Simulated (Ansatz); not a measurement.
Mulliken charges of `F[Si@H]1O[C@@H]1Cl` from B3LYP/def2-TZVPP in Ansatz (PBE0-D4/def2-TZVP geometry).

```tsv
atom	x (Å)	y (Å)	z (Å)	charge (e)
F1	-1.130	-1.513	1.224	-0.297
Si2	-0.208	-0.292	0.828	0.684
O3	1.052	-0.597	-0.186	-0.361
C4	0.055	0.227	-0.873	0.001
Cl5	0.630	1.830	-1.301	-0.122
H6	0.010	0.539	2.016	-0.044
H7	-0.349	-0.261	-1.754	0.139
```

By hand: the dipole of these point charges (1 e Å = 4.8032 D).

Σ q r = (-0.312, 0.182, 0.095) e Å, of length 0.373 e Å = 1.79 D.

How does the dipole of the full density compare? (An estimate is asked.)

The calculation gave: (-0.273, 0.015, 0.213) e Å, 1.66 D; the point charges give 1.08 times that, at 33° from its direction.

Point charges leave out the atoms' own dipoles, such as those of lone pairs, and Mulliken's split depends on the basis, so the two needn't agree.

B3LYP here is the variant with VWN-RPA as its local correlation; programs differ in this.
